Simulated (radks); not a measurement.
Trend from K4+ to Kr4+: ionisation energy by Delta-SCF between NIST ground configurations, and size. All-electron calculation, Dirac Kohn-Sham, PBE, spin-unpolarised, spherical densities, point nucleus; open shells fill j = l - 1/2 first. Program: a radial shooting solver on a logarithmic mesh with Libxc functionals.

species      configuration  IE (eV)  NIST (eV)       kind   -e(HOMO) (eV)  outermost  <r> outermost (bohr)  r at 0.001 e/bohr^3 (bohr)
K4+           [Ne] 3s2 3p3   80.017       82.7  semi-emp.  71.290 (3p3/2)      3p3/2                  1.24                        2.72
Ca4+          [Ne] 3s2 3p4   86.495       84.3  semi-emp.  77.215 (3p3/2)      3p3/2                  1.16                        2.66
Sc4+          [Ne] 3s2 3p5   92.984      91.95  semi-emp.  83.168 (3p3/2)      3p3/2                  1.09                        2.59
Ti4+                  [Ar]   99.502      99.30       exp.  89.160 (3p3/2)      3p3/2                  1.03                        2.52
V4+               [Ar] 3d1   65.282     65.282       exp.  55.232 (3d3/2)      3d3/2                  1.08                        2.54
Cr4+              [Ar] 3d2   68.442      69.46  semi-emp.  58.052 (3d3/2)      3d3/2                  1.02                        2.54
Mn4+              [Ar] 3d3   71.511       72.4  semi-emp.  60.784 (3d3/2)      3d3/2                 0.967                        2.53
Fe4+              [Ar] 3d4   74.498       75.0  semi-emp.  63.438 (3d3/2)      3d3/2                 0.920                        2.51
Co4+              [Ar] 3d5   77.167       79.5  semi-emp.  65.803 (3d5/2)      3d5/2                 0.880                        2.49
Ni4+              [Ar] 3d6   79.990       76.1  semi-emp.  68.304 (3d5/2)      3d5/2                 0.842                        2.46
Cu4+              [Ar] 3d7   82.752         80  semi-emp.  70.749 (3d5/2)      3d5/2                 0.807                        2.44
Zn4+              [Ar] 3d8   85.458         83  semi-emp.  73.141 (3d5/2)      3d5/2                 0.775                        2.41
Ga4+              [Ar] 3d9   88.113       86.0  semi-emp.  75.485 (3d5/2)      3d5/2                 0.746                        2.38
Ge4+             [Ar] 3d10   90.719      90.50       exp.  77.785 (3d5/2)      3d5/2                 0.719                        2.36
As4+         [Ar] 3d10 4s1   63.503       62.8       exp.  56.968 (4s1/2)      4s1/2                  1.68                        2.84
Se4+         [Ar] 3d10 4s2   68.571       68.3  semi-emp.  61.714 (4s1/2)      4s1/2                  1.59                        2.93
Br4+     [Ar] 3d10 4s2 4p1   59.294      59.60       exp.  52.776 (4p1/2)      4p1/2                  1.68                        3.04
Kr4+     [Ar] 3d10 4s2 4p2   63.853       64.7  semi-emp.  56.962 (4p1/2)      4p1/2                  1.58                        3.05

Reference values: NIST Atomic Spectra Database (exp. = measured, semi-emp. = semi-empirical, theory = theoretical value adopted there). Spin polarisation and multiplet splitting are left out, so open shells lie too high by an amount that depends on their filling.

Beside tabulated values, note that spin-unpolarised runs miss the spin-polarisation part of the exchange energy of open shells.
